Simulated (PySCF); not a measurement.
C3H7BO2, SMILES C[C@H]1OCB1O.

Coordinates come from a B3LYP-D3(BJ)/def2-SVP optimisation. The structure was generated by enumeration; whether it is a known compound was not checked. The values are those of a single conformer.

Calculation: M06-2X/def2-TZVP in PySCF.

Computed frontier levels, gap, dipole moment and polarisability:
| Item | Value |
|---|---|
| highest occupied level | -8.77 eV |
| lowest empty level | 0.87 eV |
| orbital gap | 9.64 eV |
| dipole moment | 2.59 D |
| quadrupole, principal values (traceless, Buckingham form, about the centre of nuclear charge) | -9.58, -0.27, 9.85 D·Å |
| mean static polarisability | 54.7 bohr³ (8.10 Å³) |
| polarisability, principal values | 46.7, 54.4, 63.0 bohr³ |
